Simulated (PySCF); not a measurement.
CdHCl, SMILES [Cl][CdH]. Geometry: B3LYP-D3(BJ)/def2-TZVPD. The def2 effective core potentials stand for the cores of Cd; spin–orbit coupling is left out.

Level of theory: B3LYP-D3(BJ)/def2-TZVPD (PySCF 2.14.0).

Harmonic wavenumbers (cm⁻¹): 353, 424, 424, 1874. Rotational constants (GHz): 3.404 (linear); symmetry number 1.

Task: Work out the zero-point energy and the ideal-gas rigid-rotor harmonic-oscillator thermochemistry at 298.15 K and 1 atm.

Result: ZPE = ½ Σ hcν = ½ × 3075 cm⁻¹ = 18.39 kJ/mol. H − E(el) = 29.52 kJ/mol. Entropy in J/(mol K): translation 171.14, rotation 70.75, vibration 12.19, total 254.08. G − E(el) = -46.23 kJ/mol. Cp = 47.61 J/(mol K).
